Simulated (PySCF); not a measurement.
F$_{6}$Ta (SMILES [F][Ta-]([F])([F])([F])([F])[F]), charge -1, singlet, at a GFN2-xTB geometry (such geometries of metal compounds can be far from the true shape) (core potentials on Ta); DF-PBE0/def2-SV(P) (PySCF).

The PySCF input:
```python
from pyscf import gto, scf, dft

mol = gto.Mole()
mol.atom = '''
    Ta   -0.000000    0.000000   -0.000000
    F     1.110321   -0.494437   -1.406239
    F    -1.110321    0.494437    1.406239
    F    -1.175320    0.788125   -1.205102
    F    -0.916842   -1.609093   -0.158148
    F     0.916842    1.609093    0.158148
    F     1.175320   -0.788125    1.205102
'''
mol.basis = 'def2-sv(p)'
mol.ecp = {'Ta': 'def2-sv(p)'}
mol.charge = -1
mol.spin = 0
mol.verbose = 4
mol.build()

mf = dft.RKS(mol)
mf.xc = 'pbe0'
mf = mf.density_fit(auxbasis='def2-universal-jkfit')
mf.kernel()
```

Write the output that PySCF gives for this input, abridged.


```
PySCF version 2.14.0

[INPUT] verbose = 4
[INPUT] num. atoms = 7
[INPUT] num. electrons = 68
[INPUT] charge = -1
[INPUT] spin (= nelec alpha-beta = 2S) = 0
[INPUT] symmetry False subgroup None
[INPUT] Mole.unit = angstrom
[INPUT] Symbol           X                Y                Z      unit          X                Y                Z       unit  Magmom
[INPUT]  1 Ta     0.000000000000   0.000000000000   0.000000000000 AA    0.000000000000   0.000000000000   0.000000000000 Bohr   0.0
[INPUT]  2 F      1.110321000000  -0.494437000000  -1.406239000000 AA    2.098202600353  -0.934350515852  -2.657406575682 Bohr   0.0
[INPUT]  3 F     -1.110321000000   0.494437000000   1.406239000000 AA   -2.098202600353   0.934350515852   2.657406575682 Bohr   0.0
[INPUT]  4 F     -1.175320000000   0.788125000000  -1.205102000000 AA   -2.221032908724   1.489340401923  -2.277312732166 Bohr   0.0
[INPUT]  5 F     -0.916842000000  -1.609093000000  -0.158148000000 AA   -1.732580279498  -3.040745078955  -0.298856407148 Bohr   0.0
[INPUT]  6 F      0.916842000000   1.609093000000   0.158148000000 AA    1.732580279498   3.040745078955   0.298856407148 Bohr   0.0
[INPUT]  7 F      1.175320000000  -0.788125000000   1.205102000000 AA    2.221032908724  -1.489340401923   2.277312732166 Bohr   0.0

nuclear repulsion = 430.129829924513
number of shells = 47
number of NR pGTOs = 194
number of NR cGTOs = 109
basis = def2-sv(p)
ecp = {'Ta': 'def2-sv(p)'}

******** <class 'pyscf.df.df_jk.DFRKS'> ********
method = DFRKS
initial guess = minao
damping factor = 0
level_shift factor = 0
DIIS = <class 'pyscf.scf.diis.CDIIS'>
diis_start_cycle = 1
diis_space = 8
diis_damp = 0
SCF conv_tol = 1e-09
SCF conv_tol_grad = None
SCF max_cycles = 50
direct_scf = False
XC library pyscf.dft.libxc version 7.1.2
    S. Lehtola, C. Steigemann, M. J. T. Oliveira, and M. A. L. Marques,  SoftwareX 7, 1–5 (2018)
XC functionals = pbe0
    C. Adamo and V. Barone,  J. Chem. Phys. 110, 6158 (1999)
    M. Ernzerhof and G. E. Scuseria,  J. Chem. Phys. 110, 5029 (1999)
radial grids:
    Treutler-Ahlrichs [JCP 102, 346 (1995); DOI:10.1063/1.469408] (M4) radial grids

becke partition: Becke, JCP 88, 2547 (1988); DOI:10.1063/1.454033
pruning grids: <function nwchem_prune>
grids dens level: 3
symmetrized grids: False
atomic radii adjust function: <function treutler_atomic_radii_adjust>
small_rho_cutoff = 0
Set gradient conv threshold to 3.16228e-05
Initial guess from minao.
tot grids = 109584
******** <class 'pyscf.df.df.DF'> ********
auxbasis = def2-universal-jkfit
init E= -642.480338290388
  HOMO = -0.713929822861167  LUMO = -0.400185849716571  gap/eV = 8.53741
cycle= 1 E= -655.284878550602  delta_E= -12.8  |g|=  1.1  |ddm|= 8.02
  HOMO = -0.104624063619235  LUMO = 0.216033190128629  gap/eV = 8.72553
cycle= 2 E= -655.210995367928  delta_E= 0.0739  |g|= 1.32  |ddm|= 1.48
  HOMO = -0.220138989622262  LUMO = 0.182998257566376  gap/eV = 10.96992
cycle= 3 E= -655.46302975802  delta_E= -0.252  |g|= 0.23  |ddm|= 0.854
  HOMO = -0.227432874999869  LUMO = 0.138735013307621  gap/eV = 9.96394
cycle= 4 E= -655.474768689946  delta_E= -0.0117  |g|= 0.00871  |ddm|= 0.233
  HOMO = -0.227123743445763  LUMO = 0.13982252419864  gap/eV = 9.98512
cycle= 5 E= -655.474781691918  delta_E= -1.3e-05  |g|= 0.00135  |ddm|= 0.0065
  HOMO = -0.227181482303878  LUMO = 0.139973118250934  gap/eV = 9.99079
cycle= 6 E= -655.474782080115  delta_E= -3.88e-07  |g|= 9.06e-05  |ddm|= 0.00147
  HOMO = -0.227204603781932  LUMO = 0.139947343232122  gap/eV = 9.99071
cycle= 7 E= -655.474782081831  delta_E= -1.72e-09  |g|= 5.83e-06  |ddm|= 0.000118
  HOMO = -0.227204741227418  LUMO = 0.139947959969508  gap/eV = 9.99073
cycle= 8 E= -655.474782081829  delta_E= 2.27e-12  |g|= 7.03e-06  |ddm|= 8.85e-06
  HOMO = -0.227203924990812  LUMO = 0.139948019625253  gap/eV = 9.99071
Extra cycle  E= -655.474782081814  delta_E= 1.48e-11  |g|= 1.15e-05  |ddm|= 1.11e-05
converged SCF energy = -655.474782081814
```
